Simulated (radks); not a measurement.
Results of a calculation; reference values are marked as such.
Cd0.4+, configuration [Kr] 4d(up 5, down 4.6) 5s2 (fractional occupations, a model configuration).

Code: a radial shooting solver on a logarithmic mesh with Libxc functionals. Model: scalar-relativistic Kohn-Sham, r2SCAN, spin-polarised, spherical densities, finite nucleus; meta-GGA in the generalised Kohn-Sham scheme; Fermi nuclear charge, rms radius 4.6087 fm.

Energy parts (Ry):
part                        energy
total                 -11190.18082
kinetic                11644.34920
electron-nucleus      -27037.42133
Hartree                 4512.18797
exchange-correlation    -309.29666

Orbitals (lengths in bohr, moments of r in powers of bohr; <r^-3> diverges for s and p1/2):
\begin{tabular}{lrrrrrr}
orbital & occ. & eigenvalue (Ry) & <r^2> & <r^4> & <r> & <r^-3> \\ \hline
1s up & 1 & -1953.709 & 0.001250 & 4.073e-06 & 0.03040 & - \\
1s down & 1 & -1953.709 & 0.001250 & 4.073e-06 & 0.03040 & - \\
2s up & 1 & -291.4765 & 0.02042 & 0.0007176 & 0.1316 & - \\
2s down & 1 & -291.4674 & 0.02042 & 0.0007176 & 0.1316 & - \\
2p up & 3 & -261.3661 & 0.01612 & 0.0005160 & 0.1149 & 4068 \\
2p down & 3 & -261.3594 & 0.01611 & 0.0005160 & 0.1149 & 4069 \\
3s up & 1 & -55.09670 & 0.1462 & 0.03272 & 0.3575 & - \\
3s down & 1 & -55.09460 & 0.1462 & 0.03272 & 0.3575 & - \\
3p up & 3 & -45.14284 & 0.1476 & 0.03499 & 0.3565 & 738.8 \\
3p down & 3 & -45.13973 & 0.1476 & 0.03498 & 0.3565 & 738.7 \\
3d up & 5 & -29.60232 & 0.1333 & 0.03315 & 0.3347 & 100.7 \\
3d down & 5 & -29.59556 & 0.1333 & 0.03314 & 0.3347 & 100.7 \\
4s up & 1 & -8.41311 & 0.8784 & 1.158 & 0.8808 & - \\
4s down & 1 & -8.38299 & 0.8781 & 1.158 & 0.8807 & - \\
4p up & 3 & -5.47753 & 1.055 & 1.753 & 0.9600 & 123.4 \\
4p down & 3 & -5.44654 & 1.055 & 1.754 & 0.9600 & 123.5 \\
4d up & 5 & -1.27228 & 1.917 & 7.460 & 1.259 & 10.54 \\
4d down & 4.6 & -1.24327 & 1.932 & 7.634 & 1.262 & 10.51 \\
5s up & 1 & -0.68151 & 8.443 & 115.6 & 2.716 & - \\
5s down & 1 & -0.67504 & 8.548 & 118.6 & 2.733 & - \\
\end{tabular}

The highest occupied level is 5s down at -9.184 eV. The density falls to 0.001 e/bohr^3 at r = 4.24 bohr. The spin density at the nucleus is 0.2157 e/bohr^3 (1s 0.0029, 2s -0.2777, 3s 0.2176, 4s -0.2905, 5s 0.5634). Summed over all electrons, <r^2> = 46.20 bohr^2, which gives a Langevin (diamagnetic) susceptibility term of -36.6 x 10^-6 cm^3/mol. The electron density at the nucleus is 1.636e+05 e/bohr^3 (large components only). Spin moment in Bohr magnetons: 0.4.
